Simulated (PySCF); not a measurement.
# Working out the ionisation energy of F²⁺

F²⁺ [He] 2s2 2p3 (4S) → F³⁺ [He] 2s2 2p2 (3P). All numbers are calculated (PySCF 2.14, the non-relativistic Hamiltonian (point nucleus), in def2-QZVPPD (8s5p4d2f1g, 66 functions)). Frozen: nothing. Energies in hartree (1 hartree = 27.21139 eV):

```tsv
part	F²⁺ (lower)	F³⁺ (upper)
UHF	-97.613300	-95.325235
MP2 opposite-spin	-0.097827	-0.090836
MP2 same-spin	-0.034374	-0.016875
```

Task: What does Hartree-Fock give?

Result: (-95.325235) − (-97.613300) = 2.288065 hartree = 62.261 eV.

Task: What do MP2 and SCS-MP2 (6/5 opposite-spin, 1/3 same-spin) give?

Result: The opposite-spin parts differ by 0.190 eV and the same-spin parts by 0.476 eV. MP2: 62.261 + (0.190) + (0.476) = 62.927 eV. SCS-MP2: 62.261 + 1.2 × (0.190) + (0.476)/3 = 62.648 eV.

A first-order spin-orbit estimate adds -0.055 eV to MP2 (valence and next inner shell), giving 62.872 eV against 62.708 eV (semi-empirical (NIST evaluation); NIST Atomic Spectra Database, ionization energies).

What remains against the reference includes basis incompleteness and correlation beyond second order.
